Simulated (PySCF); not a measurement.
PySCF input for CBr, SMILES [C]Br (connectivity only; charge and spin as stated), neutral, multiplicity 2, B3LYP-D3(BJ)/def2-TZVPD. Geometry: B3LYP-D3(BJ)/def2-TZVPD.

```python
import numpy as np
from pyscf import gto, scf, dft
from pyscf.hessian import thermo

mol = gto.M(
    atom='''
    C     0.00000000    0.00000000   -1.56254744
    Br    0.00000000    0.00000000    0.26786527
    ''',
    basis='def2-TZVPD',
    charge=0,
    spin=1,
    max_memory=1600,
    verbose=3,
)
mf = dft.UKS(mol, xc='b3lyp').density_fit(auxbasis='def2-universal-jkfit')
mf.disp = 'd3bj'
mf.grids.level = 3
mf.conv_tol = 1e-11
mf.max_cycle = 100
mf.kernel()
fine, coarse = mf.grids, dft.Grids(mol).set(level=1).build(with_non0tab=True)
for _ in range(3):  # follow internal instabilities
    mf.grids = coarse
    mo, _, stable, _ = mf.stability(return_status=True, nroots=4)
    mf.grids = fine
    if stable:
        break
    mf.kernel(mf.make_rdm1(mo, mf.mo_occ))

# analytic Hessian; the response equations are solved on a coarser grid
h, args, fine = mf.Hessian(), (mf.mo_energy, mf.mo_coeff, mf.mo_occ), mf.grids
h1ao = h.make_h1(mf.mo_coeff, mf.mo_occ)
mf.grids = dft.Grids(mol).set(level=1).build(with_non0tab=True)
mo1, mo_e1 = h.solve_mo1(*args, h1ao)
mf.grids = fine
hess = h.hess_elec(*args, mo1, mo_e1, h1ao) + h.hess_nuc()
if mf.do_disp():
    hess += h.get_dispersion()
for i in range(mol.natm):  # the analytic DFT Hessian lacks the response of the grid: restore translational invariance
    hess[i, i] -= hess[i].sum(axis=0)
hess = (hess + hess.transpose(1, 0, 3, 2)) / 2
vib = thermo.harmonic_analysis(mol, hess, imaginary_freq=False)
thermo.dump_normal_mode(mol, vib)
th = thermo.thermo(mf, vib['freq_au'][vib['freq_au'] > 0], 298.15, 101325)
thermo.dump_thermo(mol, th)
g0 = mf.nuc_grad_method().set(verbose=0).kernel()

# dipole derivatives [dipole axis, atom, xyz] from the same response
r, irp = mol.intor('int1e_r'), mol.intor('int1e_irp').reshape(3, 3, mol.nao, mol.nao)
sl, dm0, ok = mol.aoslice_by_atom(), np.array(mf.make_rdm1()), []
dmu = np.einsum('a,xt->xat', mol.atom_charges(), np.eye(3))
for a, (_, _, p0, p1) in enumerate(sl):
    dmu[:, a] += 2 * np.einsum('xtij,ij->xt', irp[:, :, :, p0:p1], dm0.reshape(-1, mol.nao, mol.nao).sum(0)[:, p0:p1])
    for u, c, occ, f in zip(mo1, mf.mo_coeff, mf.mo_occ, (2, 2)):
        dmu[:, a] -= f * np.einsum('tui,xuv,vi->xt', u[a], r, c[:, occ > 0], optimize=True)
L = vib['norm_mode']
ir = 974.8801 * (np.einsum('xat,kat->kx', dmu, L) ** 2).sum(1)       # km/mol
apt = np.einsum('xax->a', dmu) / 3
print('mode   freq/cm-1   IR/(km/mol)')
for k, w in enumerate(vib['freq_wavenumber']):
    print(f'{k + 1:4d} {w:11.2f} {ir[k]:13.3f}')
print('max |gradient| / (hartree/bohr):', abs(g0).max())
print('APT charges:', apt.round(4))
```

Program output:

```

WARN: HOMO -0.136388578231829 >= LUMO -0.136388578231836

converged SCF energy = -2612.13469147385  <S^2> = 0.75516638  2S+1 = 2.0051597
<class 'pyscf.df.df_jk.DFUKS'> wavefunction is stable in the internal stability analysis

WARN: DFTD3 does not support analytical Hessian, using finite difference


WARN: Mole.unit (angstrom) is changed to Bohr

Mode                                 0
Irrep
Freq [cm^-1]                      710.5033
Reduced mass [au]                  13.5112
Force const [Dyne/A]                4.0186
Char temp [K]                    1022.2560
Normal mode                   x     y     z
       0   C                 0.00  0.00 -0.27
       1  Br                 0.00  0.00  0.04
temperature 298.1500 [K]
pressure 101325.00 [Pa]
Rotational constants [GHz] inf 14.44634 14.44634
Symmetry number 1
Zero-point energy (ZPE) 0.00162 [Eh]   4249.753 [J/mol]
                           tot       elec      trans        rot        vib
Entropy [J/mol/K]       230.854      5.763    165.129     58.732      1.230
Cv [J/mol/K]             24.172      0.000     12.472      8.314      3.386
Cp [J/mol/K]             32.486      0.000     20.786      8.314      3.386
Internal energy [J/mol]                      3718.434   2478.956   4534.633
Internal energy [Eh]   -2612.13060  -2612.13469
Enthalpy [J/mol]                             6197.391   2478.956   4534.633
Enthalpy [Eh]          -2612.12966
Gibbs free energy [J/mol]                  -43035.713 -15032.061   4168.028
Gibbs free energy [Eh] -2612.15588
mode   freq/cm-1   IR/(km/mol)
   1      710.50        97.552
max |gradient| / (hartree/bohr): 3.7837663054349595e-05
APT charges: [ 0.2297 -0.2297]
```

Self-consistency was reached.
